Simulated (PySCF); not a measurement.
CH10Si3, SMILES C[SiH2][SiH2][SiH3], B3LYP/def2-SVP optimised geometry. Atoms within 1.6 Å of the plane z = 0.0 Å (x, y, z in Å): Si1 (-0.46, 1.33, 0.00), H5 (-0.94, 2.75, 0.00), H6 (-0.93, 0.67, -1.26), H7 (1.03, 1.33, 0.00), H10 (-1.03, -2.75, 0.66).

Level of theory: PySCF 2.14.0 with B3LYP/def2-TZVP. Cells within 0.4 Å of a nucleus heavier than hydrogen are left out (blank, or x).

Map of the LUMO amplitude (bohr^(-3/2)) on the plane z = 0.0 Å; orbital energy -0.37 eV, overall sign arbitrary:

```
|4444444444444444444444444444444|
|4444444444455544444444444444444|
|4444444445555555444444444444444|
|4444444445555555544444444444444|
|4444444455566665554444444444444|
|4444444455677765554444444444444|
|4444444455679865544444444444444|
|4444444445579865444444444444444|
|4444444444456654444444444444444|
|4444444333323443333444444444444|
|4444444332111xx2223344444444444|
|4444444332100xx2222344444444444|
|4444444332100xx4334444444444444|
|4444444433222345444444444444444|
|4444444444334456555554444444444|
|4444444444455666665555444444444|
|4444444445556677666555444444444|
|4444444455566777766555444444444|
|4444444455566777766555444444444|
|4444444445566677666555444444444|
|4444444444556666666555444444444|
|4444444444455566665554444444444|
|4444444444445555555554444444444|
|4444444444444455555544444444444|
|4444444433334444454444444444444|
|4444444433333444444444444444444|
|4444444433333444444444444444444|
|4444444443333444444444444444444|
|4444444444444444444444444444444|
|4444444444444444444444444444444|
|4444444444444444444444444444444|
```
Scale: ten equal steps from -0.079 (start of '0') to 0.102 (end of '9'), in the order '0123456789'; x runs from -5.00 to 5.00, y from -5.00 (bottom) to 5.00 (top).
